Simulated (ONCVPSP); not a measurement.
## Which change was made? (Ru, ONCV)

Ru (Z = 44), optimised norm-conserving Vanderbilt (ONCV), made with ONCVPSP 4.0.1 (PBEsol, scalar-relativistic). Core [Ar] 3d10, reference 4s2 4p6 4d7 5s1. Waves: 4s+5s: rc 1.30 bohr, ncon 4, nbas 7, qcut 6.9 1/bohr, 2 projectors; 4p: rc 1.15 bohr, ncon 3, nbas 7, qcut 8.6 1/bohr, 2 projectors, debl 3 Ha; 4d: rc 1.40 bohr, ncon 5, nbas 9, qcut 6.7 1/bohr, 3 projectors, debl 0.7 Ha. Local part: polynomial inside 1.10 bohr (lpopt 5, dvloc0 2 Ha). Core correction: Teter function fitted to the true core (icmod 2), fcfact 0.75.

Cutoffs, loose and tight: the cutoffs (Ha) at which the residual kinetic energy of the hardest occupied pseudo-wave falls to 1 and 0.1 mHa per electron. They do not see the model core or the augmentation charge, which bear on the density cutoff. Test errors are all-electron minus pseudo excitation energies from the reference, over the configurations 4s2 4p6 4d7 5s0; 4s2 4p6 4d6 5s0; 4s2 4p6 4d5 5s0; 4s2 4p6 4d8 5s0; variants that change the core or the reference have their own tests.

The base gives: outcome: generated; cutoff, loose: 34 Ha; cutoff, tight: 116 Ha; bound ghosts: d; GHOST(+) flags above zero: s; largest test error (meV): -2.7.

Question: After one change the result is: outcome: generated; cutoff, loose: 115 Ha; cutoff, tight: 229 Ha; bound ghosts: d; GHOST(+) flags above zero: s, d; largest test error (meV): -3.4. Which change was it?
A. core [Kr], valence charge 8; reference 4d7.5 5s0.5; waves now 5s: rc 2.75 bohr, ncon 4, nbas 7, qcut 2.3 1/bohr, 1 projector; p scattering state at 0.29 Ha: rc 2.15 bohr, ncon 4, nbas 7, qcut 4 1/bohr, 2 projectors, debl 2.8 Ha; 4d: rc 1.90 bohr, ncon 5, nbas 10, qcut 7 1/bohr, 2 projectors, debl 2.5 Ha; local potential polynomial inside 1.60 bohr (lpopt 5, dvloc0 0 Ha)
B. d: rc 1.1
C. d: rc 1.15, qcut 8.2, nproj 0; local potential the d channel
D. s: qcut 4.3

Answer: B. The others give: s: qcut 4.3 → outcome: generated; cutoff, loose: 71 Ha; cutoff, tight: 116 Ha; bound ghosts: d; GHOST(+) flags above zero: s; largest test error (meV): -3.6 | d: rc 1.15, qcut 8.2, nproj 0; local potential the d channel → outcome: generated; cutoff, loose: 34 Ha; cutoff, tight: 174 Ha; bound ghosts: none; GHOST(+) flags above zero: none; largest test error (meV): +4.2 | core [Kr], valence charge 8; reference 4d7.5 5s0.5; waves now 5s: rc 2.75 bohr, ncon 4, nbas 7, qcut 2.3 1/bohr, 1 projector; p scattering state at 0.29 Ha: rc 2.15 bohr, ncon 4, nbas 7, qcut 4 1/bohr, 2 projectors, debl 2.8 Ha; 4d: rc 1.90 bohr, ncon 5, nbas 10, qcut 7 1/bohr, 2 projectors, debl 2.5 Ha; local potential polynomial inside 1.60 bohr (lpopt 5, dvloc0 0 Ha) → outcome: generated; cutoff, loose: 20 Ha; cutoff, tight: 23 Ha; bound ghosts: s, p; GHOST(+) flags above zero: p; largest test error (meV): -49.
